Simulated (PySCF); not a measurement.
Compound: [BBrH3]- (charge -1).
Bonds: B1–Br2. Hydrogens: H3, H4, H5 on B1.

A GFN2-xTB structure was refined with PySCF, PBE0-D3(BJ)/def2-SVP geometry optimisation, gas phase. Its GFN2-xTB values:

```
coordinate  GFN2-xTB
    B1–Br2   2.028 Å
     B1–H3   1.211 Å
 Br2–B1–H3    107.5°
  H3–B1–H4    111.2°
```

Problem. How do these coordinates change at the PBE0-D3(BJ)/def2-SVP level?

Solution. 
| coordinate | PBE0-D3(BJ)/def2-SVP (Å or °) | change |
| --- | --- | --- |
| B1–Br2 | 2.126 | +0.098 |
| B1–H3 | 1.232 | +0.021 |
| Br2–B1–H3 | 106.4 | -1.1 |
| H3–B1–H4 | 112.4 | +1.2 |

The energy falls by 5.8 kJ/mol over 5 energy and gradient evaluations, the largest force component goes from 0.0192 to 3.6e-05 Eh/bohr, and the atoms move by 0.041 Å rms after alignment. The bond that changes most is B1–Br2 (ends: boron bonded to Br and 3 H; bromine bonded to B), which lengthens by 0.098 Å. Bonds longer at the end by more than 0.005 Å: 4 of 4; shorter: 0. Rotational constants go from 125455, 9149, 9148 to 119566, 8406, 8406 MHz.

The run used 61 basis functions and 28 SCF cycles in all. The run took 5.4 s of wall time on an Arm Neoverse V1 with one thread (shared host).

PBE0-D3(BJ)/def2-SVP frequencies: not computed here. The geometry's basis has no diffuse functions, a weakness for an anion.
